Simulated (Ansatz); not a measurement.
Basis-set extrapolation for CH9NOSi2, SMILES `C[SiH](N)O[SiH3]` (PBE0-D4/def2-TZVP geometry, frozen core, the Gaussian-basis code of Ansatz). Multiplicity 1, RHF reference.

|  | def2-TZVPP | def2-QZVPP |
| --- | --- | --- |
| HF | -750.533063 | -750.560872 |
| MP2 correlation | -0.876918 | -0.941923 |
| CCSD(T) correlation | -0.963903 | not run |

Energies in hartree. Use E(X) = E(∞) + A·exp(−7.88·√X) for Hartree–Fock and E(X) = E(∞) + B·X^(−2.97) for correlation, with X = 3 and 4, and add CCSD(T) minus MP2 of the smaller set to the MP2 limit.

Question: What is the CCSD(T) energy at the basis-set limit?

Answer: HF limit: -750.560872 + (-0.027809) × 0.13774 = -750.56470. MP2 limit: -0.941923 + (-0.065005) × 0.74074 = -0.99007. Higher-order term: -0.963903 − (-0.876918) = -0.08698. Total: -751.64175 hartree, 90.9 kcal/mol below CCSD(T)/def2-TZVPP.
